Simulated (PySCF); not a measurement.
This PySCF input asks for the NMR shieldings of SMILES [BH3-][P+]1(c2ccoc2)CCC1, C7H12BOP; the geometry comes from GFN2-xTB.

```python
import basis_set_exchange as bse
import numpy as np
from pyscf import gto, dft
from pyscf.prop import nmr

atoms = """
B     0.173799    2.651094   -0.075525
P     0.406659    0.743727   -0.040632
C    -1.043797   -0.303911   -0.262452
C    -2.166282   -0.315261    0.616961
C    -3.063984   -1.171417    0.066300
O    -2.591185   -1.681023   -1.083822
C    -1.376218   -1.152051   -1.281917
C     1.301265   -0.127423    1.341887
C     2.007377   -1.050289    0.333846
C     1.758552   -0.189128   -0.915822
H     1.266345    3.074412    0.136190
H    -0.606410    2.866297    0.799177
H    -0.247639    2.903987   -1.158719
H    -2.267692    0.245750    1.523703
H    -4.037629   -1.491678    0.380277
H    -0.851631   -1.446572   -2.169058
H     1.990031    0.563007    1.829650
H     0.693445   -0.619434    2.099266
H     1.489785   -2.006098    0.256158
H     3.057939   -1.243853    0.551184
H     2.587750    0.490353   -1.116499
H     1.509112   -0.721105   -1.831004
"""
names = dict.fromkeys(["B", "P", "C", "O", "H"], "pcSseg-1")
basis = {el: gto.basis.parse(bse.get_basis(n, elements=[el], fmt="nwchem")) for el, n in names.items()}
mol = gto.M(atom=atoms, basis=basis, charge=0, verbose=0)
mf = dft.RKS(mol, xc="PBE0")
mf.grids.level = 2
mf.grids.alignment = dft.numint.BLKSIZE   # the property module wants whole blocks of grid points
mf.conv_tol = 1e-9
mf.kernel()

calc = nmr.RKS(mf)   # GIAO
C = mf.mo_coeff
Co = C[:, mf.mo_occ > 0]
resp = mf.gen_response(singlet=True, hermi=2)
def vind(x):   # induced exchange potential for any number of trial vectors
    d = np.einsum("pi,xij,qj->xpq", C, 2 * x.reshape(-1, C.shape[1], Co.shape[1]), Co, optimize=True)
    return np.einsum("xpq,pi,qj->xij", resp(d - d.transpose(0, 2, 1)), C, Co, optimize=True).ravel()
mo1, _ = nmr.rhf.solve_mo1(calc, with_cphf=vind)
sigma = calc.kernel(mo1)
for i, s in enumerate(sigma):   # ppm
    print("%2d %-2s %9.2f" % (i, mol.atom_pure_symbol(i), np.trace(s) / 3))
```

Q: What are the results?

A: 
```
 0 B     144.61
 1 P     288.96
 2 C      62.14
 3 C      66.30
 4 C      36.79
 5 O      26.99
 6 C      37.99
 7 C     155.92
 8 C     165.20
 9 C     159.32
10 H      30.68
11 H      30.60
12 H      30.81
13 H      24.81
14 H      23.99
15 H      24.04
16 H      29.08
17 H      29.64
18 H      29.11
19 H      29.33
20 H      29.01
21 H      29.45
```

These numbers come from an equivalent density-fitted implementation of the same equations, which agrees with the script to about 0.01 ppm for H and up to a few tenths of a ppm for heavy atoms, so last digits may differ.

Size and cost of the density-fitted run: 237 basis functions, 92 s wall time on 1 thread of an Arm Neoverse N1, shared host; peak memory 1.1 GiB.
